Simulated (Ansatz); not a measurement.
Cl4FHMoO, SMILES `[OH][Mo]([F])([Cl])([Cl])([Cl])[Cl]`. The species carries charge 0 and has multiplicity 1. Mo: def2 effective core potential.

```
atom   x (Å)   y (Å)   z (Å)
  O1   1.173  -0.478  -0.958
 Mo2  -0.116   0.266   0.114
  F3   0.495   1.971  -0.211
 Cl4  -1.548   0.620  -1.625
 Cl5  -0.711  -1.968   0.379
 Cl6   1.241   0.301   1.947
 Cl7  -1.853   0.699   1.509
  H8   1.319  -1.411  -1.155
```

Question: List the harmonic frequencies (cm⁻¹, unscaled) at PBE0-D4/def2-TZVP in Ansatz. (Best estimate.)

Answer: Ansatz gave: 70, 84, 87, 165, 171, 194, 221, 263, 269, 330, 346, 381, 409, 462, 601, 687, 758, 3829.

Question: Is this a minimum?

Answer: Yes, all 18 modes are real.

Question: Give the ideal-gas thermochemistry at 298.15 K and 1 bar (rigid rotor, harmonic oscillator; point group Cs, symmetry number 1).

Answer: Zero-point energy 55.8 kJ/mol; H(298) − E = 85.6 kJ/mol; entropy 432.5 J/(mol·K), of which translation 178.8, rotation 127.5, vibration 126.1; G(298) − E = -43.4 kJ/mol. Modes under 100 cm⁻¹ are hindered rotations or soft bends, so the harmonic entropy is rough.
